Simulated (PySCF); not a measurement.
Vertical excitations of a molecule C3H12OSi2 from TDA-PBE/def2-SVPD (PySCF), as energy in eV (oscillator strength): 6.11 (0.001), 6.19 (0.023), 6.48 (0.003), 6.79 (0.003), 6.85 (0.008), 6.86 (0.015). Lowest triplet (TDA): 5.94 eV. The structure is a stationary point at ωB97X-D3(BJ)/def2-SVP. The values are those of a single conformer.

Question: Which structure fits?
(A) CO[Si](C)(C)[SiH3]
(B) C[SiH2][C@H]([SiH3])CO
(C) C[SiH2]C[C@H](O)[SiH3]
(D) OCCC[SiH2][SiH3]

Answer: B, C[SiH2][C@H]([SiH3])CO
